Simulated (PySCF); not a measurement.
**Radial density of S (sulfur, neutral)**

LDA, [Ne] 3s2 3p4, high-spin 3P determinant. All numbers are calculated (PySCF 2.14, the spin-free X2C one-electron Hamiltonian (Gaussian nucleus), in x2c-TZVPall (5s5p2d1f, 37 functions)).

```
r (bohr)  4πr²ρ (e/bohr)  4πr²(ρα − ρβ)
 0.00170          0.1068         0.0000
 0.00286          0.2861         0.0000
 0.00480          0.7319         0.0000
 0.00808           1.815         0.0001
  0.0136           4.208         0.0003
  0.0229           8.709         0.0010
  0.0385           14.81         0.0040
  0.0647           18.37         0.0180
   0.109           14.88         0.0709
   0.183           12.30         0.1844
   0.308           17.38         0.2162
   0.518           12.18         0.0137
   0.871           3.346         0.3222
    1.47           3.545         1.0900
    2.46           1.750         0.6359
    4.14          0.1925         0.0726
    6.97       0.0008061         0.0003
```

Densities and radii are taken from the X2C orbitals without a picture-change correction, which distorts them close to the nucleus.
